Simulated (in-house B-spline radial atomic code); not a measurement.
**RPA and G0W0 on LC-wPBE: Mg2+**

Configuration [He] 2s2 2p6, mean-field start LC-wPBE. Computed with a B-spline radial code for spherical atoms: all electrons, scalar-relativistic (spin-free one-electron X2C), finite nucleus, each spin shell either full or empty, empty states to l = 9 with an (l + 1/2)⁻⁴ tail; G0W0 by contour deformation at full frequency.

Command:
```bash
python run_gw.py task.json out
```
Settings (radii: box in bohr, nucleus in fm):
```
Z                        12
electrons                10
configuration            [He] 2s2 2p6
hamiltonian              x2c
method                   lc_wpbe
lmax                     9
rms_radius               3.057
spin_polarised           False
box_radius               17.55
intervals                71
```

Run time, properties included: 0.9 s on 1 thread of Intel(R) Xeon(R) 6975P-C (shared host).

Energies (hartree):

```csv
term,value
mean-field total,-199.47347
Hartree-Fock functional on these orbitals,-199.12925
direct second order,-0.66582
second-order exchange,0.2363
SOSEX correction,0.21613
```

**Question.** What is the RPA correlation energy, and what remains with SOSEX?

**Answer.** RPA gives -0.5863 hartree (-1.6 eV per electron); RPA + SOSEX gives -0.37017, and the second-order doubles -0.42952 hartree (no singles). RPA lacks exchange-type terms and so overcorrelates at short range.

Quasi-particle levels (eV):

```tsv
level	occupied	mean field	Σx - vxc	Σc	QP weight	G0W0
2p	yes	-72.55	-9.69	?	?	?
2s	yes	-106.16	-16.48	5.19	0.916	-117.44
3s	no	-15.416	0.70	-0.35	0.997	-15.058
```

G0W0 = mean field + (Σx - vxc) + Σc, with Σc (partial-wave tail included) taken at the quasi-particle energy. Levels of low weight are left out.

**Question.** Where does G0W0 put 2p?

**Answer.** At -80.36 eV, with Σc = 1.89 eV and a quasi-particle weight of 0.954. The tabulated removal energy is 80.144 eV (NIST, measured); the calculation leaves out spin-orbit coupling, Breit and QED terms, and what these don't explain is the method's own error.
